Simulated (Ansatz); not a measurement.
BiH2Et (C₂H₇Bi), relaxed as a singlet with RKS PBE-D4/def2-SVP in Ansatz, starting from the GFN2-xTB geometry. Force threshold 0.02 eV/Å.

In the def2 sets Bi takes a core potential; there is no spin–orbit coupling. Another isomer (singlet) lies 0.21 eV lower at PBE0-D4/def2-TZVP; other spin states weren't run for this one.

Start:

```xyz
10

Bi   -0.0058    1.5633   -1.1783
C    -0.3495   -0.3545    0.0298
C     0.9255   -0.8342    0.7022
H    -1.4300    1.2456   -2.1908
H    -1.0495    2.5198   -0.1065
H    -0.7256   -1.1123   -0.6502
H    -1.1161   -0.1508    0.7686
H     0.7443   -1.7468    1.2713
H     1.6980   -1.0484   -0.0356
H     1.3086   -0.0817    1.3894
```

**Question.** Estimate the energy that the relaxation releases and the steps that it takes.

**Answer.** 0.11 eV, in 16 steps; 14 s on 2 threads of Intel Xeon Platinum 8559C on a shared host. The force fell under the threshold at step 10, but the optimiser went on. No frequencies were taken in this run, so the end may be a saddle point.

**Question.** Does the start keep its bonding and symmetry?

**Answer.** By distances, no bond broke or formed. The bond that changes most is Bi1–H5, from 1.78 to 1.82 Å (atoms count from 1).

**Question.** Predict the relaxed structure.

**Answer.** 
```csv
atom,x (Å),y (Å),z (Å)
Bi1,-0.111,1.384,-1.463
C2,-0.347,-0.506,-0.130
C3,0.867,-0.733,0.762
H4,-1.902,1.482,-1.780
H5,-0.303,2.482,-0.021
H6,-0.507,-1.344,-0.839
H7,-1.278,-0.366,0.451
H8,0.755,-1.657,1.370
H9,1.805,-0.846,0.177
H10,1.022,0.105,1.473
```
Bond lengths: 1 × Bi–C 2.32 Å; 1 × C–C 1.52 Å; 5 × C–H 1.11 Å; 2 × Bi–H 1.82 Å.
